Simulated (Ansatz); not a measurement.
System: sum formula YOF, charge 1, multiplicity 2. The spin state was set by rule; other spins were not relaxed. 
Structure (B3LYP-D3(BJ)/def2-TZVP (Ansatz, a program for electronic structure) minimum search):
```
Y
F 1 1.9159
O 1 2.0142 2 108.43
```
Charge +1, spin multiplicity 2.

Parts of the frozen-core correlation energy in STO-3G (Ansatz, hartree). Frozen orbitals: 20; correlated occupied orbitals by spin: 8 and 7; virtual: 9 and 10. UHF or UKS for open shells. Spin-orbit coupling is left out. Past Kr the def2 sets carry scalar-relativistic core potentials. STO-3G rows are all-electron and non-relativistic.

| term | value |
|---|---|
| reference (HF) | -3469.28397 |
| MP2 opposite-spin | ___ |
| MP2 same-spin | ___ |
| CCSD correlation | -0.11169 |
| (T) | ___ |
| T1 diagnostic | 0.033 |
| largest doubles amplitude | 0.054 |
| <S^2> of the reference | 0.781 |

### Question
Complete the blanks.

### Answer

- MP2 opposite-spin, value: -0.07945
- MP2 same-spin, value: -0.02902
- (T), value: -0.01786
